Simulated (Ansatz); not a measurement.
Cost and result up the ladder for the cluster WO₄H₂ (the lowest singlet isomer of a short search) (7 atoms). Charge 0, multiplicity 1. Geometry: PBE-D4/def2-SVP.

| atom | x (Å) | y (Å) | z (Å) |
| --- | --- | --- | --- |
| W1 | 0.153 | -0.128 | -0.130 |
| O2 | -0.269 | 0.455 | -1.949 |
| O3 | 1.024 | -1.589 | 0.072 |
| O4 | 1.003 | 0.962 | -1.456 |
| O5 | -0.330 | 0.733 | 1.479 |
| H6 | -1.346 | -0.880 | -0.423 |
| H7 | -0.236 | 0.448 | 2.407 |

Ansatz on 4 threads of Arm Neoverse V2 on a shared host. Times are rough, and most runs start from the orbitals of an earlier one. ωB97X-V/def2-TZVP serves as the yardstick here, not as an exact answer. Binding counts from free atoms at the same level (W quintet, O triplet, H doublet; other spins of the atoms weren't run), without zero-point energy or a counterpoise term.

In the def2 sets W takes a core potential; there is no spin–orbit coupling. Correlated methods freeze 4 core orbitals; core or outer-core shells of W are correlated, in sets that lack core-valence functions. The structure holds one bond between oxygen atoms, so isomers without such links may lie far lower. The structure comes from a short search, and lower isomers may exist.

Correlated methods converge slowly with the basis.

```tsv
level	functions	binding energy per atom (eV)	difference from ωB97X-V/def2-TZVP (eV)	remarks
CAM-B3LYP-D4/def2-TZVP	176	4.21	-0.04	–
ωB97X-V/def2-TZVP	176	4.25	0.00	–
LDA (SPW92)/def2-TZVP	176	5.29	1.04	–
CCSD(T)/def2-TZVP	176	4.12	-0.13	test for broken spin undecided
B97M-V/def2-TZVP	176	4.28	0.03	–
```

(1) Estimate how long each takes.

Answers

(1) LDA (SPW92)/def2-TZVP 0.8 s; CAM-B3LYP-D4/def2-TZVP 2.1 s; B97M-V/def2-TZVP 5.5 s; ωB97X-V/def2-TZVP 5.5 s; CCSD(T)/def2-TZVP 84 s. On shared hardware such times vary by a factor of up to 3.
